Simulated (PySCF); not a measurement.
## Two-component Hartree-Fock for Er⁴¹⁺ (erbium, charge +41)

Start: [Ar] 3d9; 3d3/2 filled at m_j = -3/2, -1/2, +1/2, +3/2; 3d5/2 filled at m_j = -3/2, -1/2, +1/2, +3/2, +5/2. Calculated with PySCF 2.14 in an uncontracted even-tempered set (16 s from 8.9 bohr⁻², ratio 2.8; 13 p from 12 bohr⁻², ratio 2.8; 8 d from 12 bohr⁻², ratio 2.8; 3 f from 45 bohr⁻², ratio 3): generalised Hartree-Fock with the X2C-1e Hamiltonian and a Gaussian nucleus; one run each with spin-orbit coupling (SO) switched off, then screened by Boettger's factors.

| spinor shell | electrons | ε, spin-free (eV) | ε, screened SO (eV) | weight of nominal j (screened SO) | rms radius, screened SO (bohr) |
| --- | --- | --- | --- | --- | --- |
| 1s1/2 | 2 | -59769.8 | -59756.6 | 1.000 | 0.0231 |
| 2s1/2 | 2 | -11776.0 | -11771.7 | 1.000 | 0.0933 |
| 2p1/2 | 2 | -10644.5 | -11299.5 | 1.000 | 0.0796 |
| 2p3/2 | 4 | -10644.5 | -10369.1 | 1.000 | 0.0863 |
| 3s1/2 | 2 | -4065.3 | -4064.1 | 1.000 | 0.235 |
| 3p1/2 | 2 | -3711.3 | -3862.2 | 1.000 | 0.226 |
| 3p3/2 | 4 | -3711.3 | -3647.0 | 1.000 | 0.239 |
| 3d3/2 | 4 | -3294.5 | -3322.3 | 0.995 | 0.209 |
| 3d5/2 | 5 | -3294.5 | -3274.9 | 0.996 | 0.213 |

```csv
quantity,spin-free,screened SO
E (hartree),-11945.92531,-11957.10428
M_J,5/2,5/2
⟨J²⟩,8.750,8.750
⟨L²⟩,6.000,6.042
⟨S²⟩,0.750,0.792
```

Each row is a mean over spinors that exchange with the open shell spreads, by up to 24.526 eV (3p3/2).

Breit and QED terms are absent; they matter most for the inner s and p1/2 levels.

Densities and radii are taken from the X2C orbitals without a picture-change correction, which distorts them close to the nucleus.

Without spin-orbit coupling the j labels of p, d and f shells carry no meaning; the spin-free column gives the mean over the occupied spinors of each nl shell.
